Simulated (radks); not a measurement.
Initial-state core-level shifts of the gallium ion Ga3+ when its valence configuration changes from [Ar] 3d10. Method: scalar-relativistic Kohn-Sham, PBE, spin-unpolarised, spherical densities, point nucleus; computed with a radial shooting solver on a logarithmic mesh with Libxc functionals. Shifts are changes of the shell-averaged eigenvalues in eV (positive: less bound).

valence               1s       2s       2p       3s
3d8 4s2          -21.567  -23.938  -23.748  -19.682
3d9.5 4p0.5       -5.743   -6.244   -6.196   -5.436
3d9 4s1          -10.226  -11.328  -11.235   -9.506
3d8 4s1 4p1      -23.023  -25.360  -25.162  -21.136
3d9.5 4s0.5       -4.968   -5.498   -5.452   -4.660
3d7 4s2 4p1      -35.346  -39.120  -38.823  -31.789
3d9 4p1          -11.740  -12.793  -12.695  -11.022
3d8 4p2          -24.442  -26.748  -26.543  -22.558
3d8.5 4s1 4p0.5  -16.510  -18.206  -18.062  -15.267
